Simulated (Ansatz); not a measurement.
Isolated molecules relaxed with PBE0-D4/def2-TZVP in Ansatz; ΔE leaves out vibrations. CBS: MP2 limit from def2 TZ/QZ plus the TZ coupled-cluster correction, frozen cores. This one scheme is used for every species. DFT in def2-TZVPP. Elements past krypton have def2 core potentials. For Ge, Te outer-core shells are correlated without core-valence functions, which leaves a few kJ/mol of doubt a bond. Scalar relativity is left out up to krypton.

Consider the formal hydrolysis of a Ge–Te bond: `[GeH3][TeH]` + H₂O → `[OH][GeH3]` + H₂Te.

`[GeH3][TeH]`:

Cartesian coordinates in Å:
```
Ge -0.227 -0.084 -0.620
Te -0.177 -0.349 1.923
H 1.040 -0.677 -1.252
H -1.464 -0.866 -1.083
H -0.361 1.395 -1.006
H 1.190 0.582 2.039
```

H₂O:

```xyz
3

O    -0.183   -0.018   -0.343
H     0.625   -0.468   -0.089
H    -0.442    0.486    0.431
```

`[OH][GeH3]`:

```xyz
6

O     0.500   -0.623    1.116
Ge   -0.293    0.232   -0.233
H     1.345   -1.002    0.867
H    -1.603    0.750    0.365
H    -0.551   -0.746   -1.396
H     0.602    1.389   -0.719
```

H₂Te:

Z-matrix (Å, degrees):
```
Te
H 1 1.656
H 1 1.656 2 90.4
```

```tsv
level	ΔE (kcal/mol)
BHLYP-D4	10.9
BLYP	8.9
```

(1) What does CCSD(T)/CBS give? (Best estimate.)

Largest T1 diagnostic among the species: 0.011.

## Answers

(1) Computed: +12.0 kcal/mol. The listed levels differ from it by -1.1, -3.1 kcal/mol.

In def2-TZVPP, CCSD(T) changes the Hartree–Fock value by +1.9 kcal/mol (the triples alone add +0.3 kcal/mol) and MP2 by +3.4 kcal/mol. At CCSD(T), def2-SVP lies −3.8 kcal/mol from the extrapolated value and def2-TZVPP −2.4 kcal/mol. Leaving LDA and LC-ωPBE aside and taking each functional with its dispersion term where it has one, the values, not all of them listed here, spread over 5.4 kcal/mol, from B97M-V to HSE06-D4.
